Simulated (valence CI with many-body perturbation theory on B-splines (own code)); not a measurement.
## E1 line list for Xe³⁺

Level of theory: configuration interaction combined with many-body perturbation theory (CI+MBPT): five valence electrons over a frozen Dirac-Fock core [Kr] 4d10, radial functions for each j: 9 s, 9 p, 8 d, 6 f, 3 g, 1 h, with the one-electron correlation potential Σ1 (screened to all orders), the two-electron term Σ2, the three-electron term Σ3, Breit, model QED; selected single and double excitations, second order for the rest, scaled by the run's own slope (own B-spline code, finite nucleus).

Against 50 measured levels this calculation errs by 279 cm⁻¹ on average and by 838 at most. These come from a selection out of Saloman, J. Phys. Chem. Ref. Data 33, 765 (2004). Levels without a partner in it may be off by more. Among the levels kept, up to 980 cm⁻¹ of a level comes from second order outside the variational space, and about a tenth of that is noise between levels of different J, which matters for small intervals. 7 measured levels below the end of the list, from 133027 cm⁻¹ on, found no clear computed partner, and computed levels of the same name lie up to 49996 cm⁻¹ from them.

Lines 151 to 200 of 237 in falling wavelength, among levels below 193516 cm⁻¹, chosen from the strongest by gf and those to the six lowest levels. Wavelengths and rates use the calculated energies, so an error of 300 cm⁻¹ moves a line at 723.5 Å by 0.22 % and its rate by three times that or more. Electric multipoles are in the length gauge, E1 and E2 with the static RPA response of the core. Weak lines are less certain than strong ones. Lines between different terms over intervals too small for the method are left out, as are lines whose strength nearly cancels. Where a level lies close to another of its J and parity, the split of strength between their lines is uncertain. The highest levels of a list are the least certain.

Names give the largest LS component (configuration and term), which can be under half, so a name can repeat, a term be missing and a line seem to break the LS rules; names also repeat where a configuration has a term twice. Letters in brackets count levels of one name in rising energy.

```
λ vac (Å)  λ from measured levels                  Upper            Lower   A (s⁻¹)  S (a.u.) with core polarisation  S without
    723.5                   722.8      5s2 5p2 5d 4D_7/2  5s2 5p3 2D°_5/2  4.47e+08                         6.69e-01   7.50e-01
    717.9                   718.5      5s2 5p2 6s 2P_1/2  5s2 5p3 2P°_1/2  9.64e+06                         3.52e-03   1.68e-02
    710.6                   711.9  5s2 5p2 5d 2D_3/2 [b]  5s2 5p3 2P°_3/2  5.87e+05                         4.16e-04   1.68e-03
    710.5                   712.3  5s2 5p2 5d 2F_5/2 [b]  5s2 5p3 2P°_3/2  7.63e+07                         8.11e-02   1.12e-01
    705.6                   705.1  5s2 5p2 5d 2F_5/2 [a]  5s2 5p3 4S°_3/2  2.03e+08                         2.11e-01   2.43e-01
    702.4                   703.6      5s2 5p2 5d 4P_5/2  5s2 5p3 2D°_5/2  6.85e+08                         7.04e-01   8.40e-01
    700.4                          5s2 5p2 5d 2P_1/2 [c]  5s2 5p3 2P°_3/2  8.02e+08                         2.72e-01   3.44e-01
    698.8                   698.5      5s2 5p2 5d 2G_7/2  5s2 5p3 2D°_5/2  7.97e+08                         1.07e+00   1.22e+00
    697.2                   697.6  5s2 5p2 5d 2D_5/2 [b]  5s2 5p3 2P°_3/2  5.81e+08                         5.83e-01   7.31e-01
    694.4                   694.7      5s2 5p2 6s 4P_1/2  5s2 5p3 2D°_3/2  5.36e+08                         1.77e-01   1.72e-01
    693.6                   694.8      5s2 5p2 5d 4P_3/2  5s2 5p3 2D°_5/2  8.22e+06                         5.41e-03   7.99e-03
    689.5                   689.2      5s2 5p2 5d 4D_1/2  5s2 5p3 4S°_3/2  2.13e+07                         6.90e-03   6.40e-03
    689.2                   690.3  5s2 5p2 5d 2P_1/2 [b]  5s2 5p3 2P°_1/2  7.57e+07                         2.45e-02   4.25e-02
    688.4                   688.8  5s2 5p2 6s 2P_3/2 [a]  5s2 5p3 2P°_1/2  8.77e+08                         5.65e-01   5.14e-01
    684.4                   684.0      5s2 5p2 5d 4D_3/2  5s2 5p3 4S°_3/2  5.36e+08                         3.39e-01   3.97e-01
    682.6                          5s2 5p2 5d 2D_3/2 [a]  5s2 5p3 2D°_5/2  4.91e+09                         3.08e+00   3.80e+00
    682.1                   683.2      5s2 5p2 5d 4P_5/2  5s2 5p3 2D°_3/2  3.69e+08                         3.47e-01   4.11e-01
    678.8                              5s2 5p2 5d 2P_3/2  5s2 5p3 2P°_3/2  2.87e+09                         1.77e+00   2.30e+00
    676.3                   676.7  5s2 5p2 6s 4P_3/2 [a]  5s2 5p3 2D°_5/2  6.61e+07                         4.03e-02   8.89e-02
    674.3                   675.3  5s2 5p2 5d 2D_3/2 [b]  5s2 5p3 2P°_1/2  5.11e+08                         3.09e-01   3.88e-01
    673.8                   674.9      5s2 5p2 5d 4P_3/2  5s2 5p3 2D°_3/2  3.65e+07                         2.20e-02   3.56e-02
    672.9                   672.6      5s2 5p2 5d 4D_5/2  5s2 5p3 4S°_3/2  1.15e+09                         1.04e+00   1.20e+00
    672.2                          5s2 5p2 6s 4P_3/2 [b]  5s2 5p3 2D°_5/2  3.28e+09                         1.97e+00   2.49e+00
    667.4                   668.5      5s2 5p2 5d 4P_1/2  5s2 5p3 2D°_3/2  2.24e+08                         6.57e-02   5.90e-02
    665.1                          5s2 5p2 5d 2P_1/2 [c]  5s2 5p3 2P°_1/2  1.79e+10                         5.20e+00   6.01e+00
    664.3                   664.9      5s2 5p2 6s 2D_5/2  5s2 5p3 2P°_3/2  2.81e+08                         2.44e-01   2.18e-01
    663.7                   663.4          5s 5p4 2S_1/2  5s2 5p3 4S°_3/2  1.30e+08                         3.75e-02   4.45e-02
    663.4                          5s2 5p2 5d 2D_3/2 [a]  5s2 5p3 2D°_3/2  5.34e+09                         3.08e+00   3.79e+00
    658.7                   660.1  5s2 5p2 5d 2D_5/2 [a]  5s2 5p3 2D°_5/2  5.80e+08                         4.91e-01   7.00e-01
    657.4                   657.8  5s2 5p2 6s 4P_3/2 [a]  5s2 5p3 2D°_3/2  1.66e+07                         9.29e-03   4.37e-03
    653.9                          5s2 5p2 6s 2P_3/2 [b]  5s2 5p3 2P°_3/2  9.35e+09                         5.16e+00   5.41e+00
    653.8                   655.2      5s2 5p2 5d 2S_1/2  5s2 5p3 2P°_3/2  1.94e+10                         5.35e+00   6.34e+00
    653.6                          5s2 5p2 6s 4P_3/2 [b]  5s2 5p3 2D°_3/2  2.83e+09                         1.56e+00   1.76e+00
    653.0                   653.7      5s2 5p2 6s 4P_5/2  5s2 5p3 2D°_5/2  4.62e+09                         3.81e+00   4.18e+00
    648.9                   649.6      5s2 5p2 6s 2P_1/2  5s2 5p3 2D°_3/2  2.89e+09                         7.80e-01   7.02e-01
    646.0                   647.7  5s2 5p2 5d 2D_5/2 [c]  5s2 5p3 2P°_3/2  2.12e+10                         1.69e+01   1.93e+01
    645.7                              5s2 5p2 5d 2P_3/2  5s2 5p3 2P°_1/2  6.00e+09                         3.19e+00   3.61e+00
    645.0                   646.3  5s2 5p2 5d 2D_3/2 [c]  5s2 5p3 2P°_3/2  8.15e+09                         4.32e+00   4.80e+00
    641.7                   642.2  5s2 5p2 6s 2P_3/2 [a]  5s2 5p3 2D°_5/2  7.15e+09                         3.73e+00   3.79e+00
    640.8                   642.1  5s2 5p2 5d 2D_5/2 [a]  5s2 5p3 2D°_3/2  7.08e+09                         5.52e+00   6.32e+00
    635.6                   636.1      5s2 5p2 6s 4P_1/2  5s2 5p3 4S°_3/2  4.04e+09                         1.02e+00   9.88e-01
    635.4                   636.0      5s2 5p2 6s 4P_5/2  5s2 5p3 2D°_3/2  5.39e+09                         4.10e+00   4.69e+00
    629.4                   630.5  5s2 5p2 5d 2D_3/2 [b]  5s2 5p3 2D°_5/2  3.89e+09                         1.92e+00   2.29e+00
    629.4                   630.8  5s2 5p2 5d 2F_5/2 [b]  5s2 5p3 2D°_5/2  1.16e+10                         8.57e+00   1.01e+01
    625.3                   626.5  5s2 5p2 5d 2P_1/2 [b]  5s2 5p3 2D°_3/2  1.66e+10                         4.02e+00   4.71e+00
    625.2                   626.4      5s2 5p2 5d 4P_5/2  5s2 5p3 4S°_3/2  1.91e+10                         1.38e+01   1.61e+01
    624.7                   625.2  5s2 5p2 6s 2P_3/2 [a]  5s2 5p3 2D°_3/2  5.33e+08                         2.56e-01   2.36e-01
    623.1                          5s2 5p2 6s 2P_3/2 [b]  5s2 5p3 2P°_1/2  2.70e+09                         1.29e+00   1.53e+00
    623.0                   624.1      5s2 5p2 5d 2S_1/2  5s2 5p3 2P°_1/2  4.95e+08                         1.18e-01   1.28e-01
    621.8                   623.4  5s2 5p2 5d 2F_7/2 [b]  5s2 5p3 2D°_5/2  2.28e+10                         2.17e+01   2.47e+01
```
